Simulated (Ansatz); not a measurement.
Program: Ansatz. Geometries: PBE0-D4/def2-TZVP. ΔE: electronic, gas phase. CCSD(T)/CBS adds triple-zeta CCSD(T) − MP2 to the extrapolated MP2 energy (def2 sets, frozen cores). This one scheme is used for every species. DFT in def2-TZVPP. For Ge outer-core shells are correlated without core-valence functions, which leaves a few kJ/mol of doubt a bond. Scalar relativity is left out up to krypton. One conformer a species, not always the lowest.

`FC(F)[O][GeH3]` + H₂O → `OC(F)[O][GeH3]` + H–F  (formal hydrolysis of a C–F bond)

```json
{"level": "ωB97M-V", "ΔE (kcal/mol)": "1.2"}
{"level": "SCS-MP2/def2-TZVPP", "ΔE (kcal/mol)": "0.4"}
```

Q: What does CCSD(T)/CBS give? (Best estimate.)

A: Ansatz gave: +0.1 kcal/mol. The listed levels differ from it by 1.1, 0.3 kcal/mol.

Largest T1 diagnostic among the species: 0.012.

In def2-TZVPP, CCSD(T) changes the Hartree–Fock value by −2.4 kcal/mol (the triples alone add −0.3 kcal/mol) and MP2 by −3.1 kcal/mol. The D4 term adds −0.8 kcal/mol with B3LYP and −0.4 kcal/mol with PBE0; it sums over pairs of atoms, weighted by their polarisabilities, and B3LYP, whose exchange is more repulsive, gets the larger term.

CCSD(T)/CBS has its own doubt, a few kJ/mol and more with outer-core shells, so smaller differences from it don't rank the levels.

B3LYP here is the variant with VWN-RPA as its local correlation; programs differ in this.
